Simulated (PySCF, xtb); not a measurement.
Be(Cl)(OH) (BeClHO), SMILES [OH][Be][Cl]. Other conformers were not sampled.

Harmonic wavenumbers (cm⁻¹) from GFN2-xTB (xtb) at its own minimum, in rising order: 229, 448, 490, 512, 1391, 3854.

Task: What does PBE0-D3(BJ)/def2-TZVP in PySCF give at its own minimum? (The exact figures need the calculation; the answer reports its results.)

Result: 261, 289, 495, 526, 1411, 4027. Paired by order, the mean absolute difference is 67 cm⁻¹ and the zero-point energies are 9.9 and 10.0 kcal/mol.
